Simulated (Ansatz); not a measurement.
Isolated molecules relaxed with PBE0-D4/def2-TZVP in Ansatz; ΔE leaves out vibrations. CCSD(T)/CBS adds triple-zeta CCSD(T) − MP2 to the extrapolated MP2 energy (def2 sets, frozen cores). Functionals use def2-TZVPP. B3LYP here is the variant with VWN-RPA as its local correlation; programs differ in this. For Ti outer-core shells are correlated without core-valence functions, which leaves a few kJ/mol of doubt a bond. Scalar relativity is left out up to krypton. One conformer a species, not always the lowest.

Consider the redistribution: `CC1=CC(C(F)(F)F)=[O+][Ti-]([OH])([F])([F])[O]1` + `[OH][Ti]([F])([SH])[Cl]` → `[OH][Ti]([F])([F])[SH]` + `CC1=CC(C(F)(F)F)=[O+][Ti-]([OH])([F])([Cl])[O]1`.

`CC1=CC(C(F)(F)F)=[O+][Ti-]([OH])([F])([F])[O]1`:

```xyz
19

C     0.920    2.425   -0.936
C     0.440    1.075   -0.518
C    -0.487    0.944    0.540
C    -0.926   -0.297    0.915
C    -1.919   -0.446    2.071
F    -2.252    0.732    2.599
F    -1.387   -1.193    3.035
F    -3.031   -1.038    1.647
O    -0.601   -1.413    0.397
Ti    0.576   -1.971   -1.073
O     2.343   -2.115   -0.868
F     0.115   -3.632   -0.724
F     0.040   -1.827   -2.740
O     0.893    0.086   -1.140
H     0.482    3.224   -0.341
H     2.009    2.460   -0.852
H     0.676    2.574   -1.990
H    -0.848    1.820    1.056
H     2.957   -1.408   -1.078
```

`[OH][Ti]([F])([SH])[Cl]`:

Cartesian coordinates in Å:
```
O -0.960 -1.321 0.562
Ti 0.206 -0.204 -0.117
F 0.217 -0.210 -1.865
S -0.477 1.843 0.607
Cl 2.240 -0.624 0.600
H -1.671 -1.936 0.379
H 0.446 2.451 -0.166
```

`[OH][Ti]([F])([F])[SH]`:

Z-matrix (Å, degrees):
```
Ti
F 1 1.754
F 1 1.752 2 108.7
O 1 1.759 2 111.7 3 124.7
S 1 2.285 2 110.3 3 -119.6
H 4 0.958 1 142.0 2 -141.4
H 5 1.348 1 91.3 2 61.3
```

`CC1=CC(C(F)(F)F)=[O+][Ti-]([OH])([F])([Cl])[O]1`:

Cartesian coordinates in Å:
```
C 0.580 1.865 1.929
C 0.277 0.906 0.828
C -0.255 -0.369 1.115
C -0.518 -1.243 0.095
C -1.045 -2.649 0.399
F -1.220 -2.843 1.706
F -0.183 -3.562 -0.042
F -2.211 -2.843 -0.208
O -0.367 -1.031 -1.150
Ti 0.167 0.512 -2.238
O 1.827 1.062 -2.587
F -0.039 -0.505 -3.652
Cl -1.380 2.052 -2.558
O 0.518 1.282 -0.345
H 0.382 1.445 2.912
H 1.627 2.171 1.862
H -0.025 2.764 1.785
H -0.435 -0.664 2.137
H 2.300 1.648 -1.988
```

```json
{"level": "r2SCAN-D4", "ΔE (kcal/mol)": "0.6"}
{"level": "B3LYP-D4", "ΔE (kcal/mol)": "0.6"}
{"level": "ωB97X-V", "ΔE (kcal/mol)": "0.7"}
{"level": "ωB97M-V", "ΔE (kcal/mol)": "0.7"}
{"level": "PBE0", "ΔE (kcal/mol)": "0.9"}
{"level": "SCS-MP2/def2-TZVPP", "ΔE (kcal/mol)": "1.3"}
{"level": "CCSD/def2-TZVPP", "ΔE (kcal/mol)": "1.0"}
{"level": "CCSD/CBS(def2)", "ΔE (kcal/mol)": "1.3"}
```

Problem. What does CCSD(T)/CBS give? (Estimate.)

Solution. Ansatz gave: +1.2 kcal/mol. The listed levels differ from it by -0.6, -0.6, -0.5, -0.5, -0.3, 0.1, -0.2, 0.1 kcal/mol.

Largest T1 diagnostic among the species: 0.025, so the coupled-cluster value is less sure than usual.
